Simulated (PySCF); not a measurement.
**Absolute configuration from chiroptical data**

Level of theory: TDDFT B3LYP/def2-SVPD circular dichroism and optical rotation, one conformer, gas phase (PySCF 2.14.0). Geometry: GFN2-xTB.

States above about 6.9 eV (minus the energy of the highest occupied orbital) lie near or above the ionisation threshold and depend on the basis.

Values for one enantiomer of C₃H₅F₃SSi, R in 10⁻⁴⁰ esu² cm² (velocity form):
```csv
λ (nm),f,R
277,0.002,+6.7
212,0.006,-10.1
207,0.025,-14.9
192,0.016,-6.8
183,0.018,+16.6
176,0.007,-9.0
174,0.027,+39.8
164,0.015,+4.8
161,0.100,+8.6
157,0.032,-1.2
155,0.015,+1.8
154,0.031,+10.5
```

[α] at 589.3 nm: +99 deg dm⁻¹ (g/mL)⁻¹ (origin-invariant length gauge).

**Question.** Which structure gives these signs?
A. C[C@@H]1S[C@@H]1[Si](F)(F)F
B. C[C@H]1S[C@H]1[Si](F)(F)F

**Answer.** B. Its CIP labels in SMILES order are R, R; the other enantiomer gives every sign reversed.

The signs above follow by mirror symmetry from the run on the other enantiomer. Geometry of C[C@@H]1S[C@@H]1[Si](F)(F)F as run:
```xyz
13

C    -1.545   -0.528    0.211
C    -0.885    0.821    0.153
S    -0.578    1.545   -1.470
C     0.564    0.952   -0.175
Si    1.655   -0.512   -0.572
F     3.150   -0.062   -0.839
F     1.236   -1.374   -1.831
F     1.728   -1.566    0.614
H    -2.624   -0.423    0.126
H    -1.194   -1.163   -0.599
H    -1.315   -1.010    1.160
H    -1.273    1.540    0.870
H     1.077    1.781    0.306
```
